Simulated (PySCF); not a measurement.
Spectrum to structure. Method used: TDDFT PBE0/def2-SVPD, vertical, gas phase, core orbitals frozen in the response in PySCF 2.14.0, density-fitted response routines. Geometries: GFN2-xTB, one conformer each.

```json
{"state": "S1", "λ (nm)": "200.0", "f": "0.097"}
{"state": "S2", "λ (nm)": "193.7", "f": "0.0030"}
{"state": "S3", "λ (nm)": "191.3", "f": "0.247"}
{"state": "S4", "λ (nm)": "182.7", "f": "0.0052"}
{"state": "S5", "λ (nm)": "177.8", "f": "0.0003"}
{"state": "S6", "λ (nm)": "171.1", "f": "0.0038"}
{"state": "S7", "λ (nm)": "170.2", "f": "0.035"}
{"state": "S8", "λ (nm)": "169.7", "f": "0.0094"}
```

Question: Which candidate is it?
A. `C=C[Si@@H]1C[SiH2][C@H]1C`
B. `CO[SiH2]C/C=C\Cl`
C. `C=C[Si@@H]1C[SiH2][C@@H]1C`

Answer: B. Its S1, at 6.20 eV, is the highest among the candidates; the nearest of the others has S1 at 5.41 eV. S1 is HOMO→LUMO (56%), HOMO→LUMO+1 (30%), HOMO→LUMO+2 (9%). Löwdin shares by element: HOMO carbon 62% or more, chlorine 24%; LUMO carbon 65% or more, chlorine 10% (atoms not listed hold the other 26%). At the same level the other candidates give, for their lowest levels:
- `C=C[Si@@H]1C[SiH2][C@H]1C`: 232 nm (f 0.014); 210 nm (f 0.136); 204 nm (f 0.049); 193 nm (f 0.006); 188 nm (f 0.001); T1 4.08 eV; HOMO -7.31, LUMO -0.80 eV
- `C=C[Si@@H]1C[SiH2][C@@H]1C`: 229 nm (f 0.027); 208 nm (f 0.100); 205 nm (f 0.020); 192 nm (f 0.010); 190 nm (f 0.002); T1 4.11 eV; HOMO -7.32, LUMO -0.79 eV

Shape of the structure used: `[CH3:1][O:2][SiH2:3][CH2:4]/[CH:5]=[CH:6]\[Cl:7]`: C1–O2–Si3–C4 180°, O2–Si3–C4–C5 179°, Si3–C4–C5–C6 -92°.
Triplets come from the Tamm–Dancoff approximation.
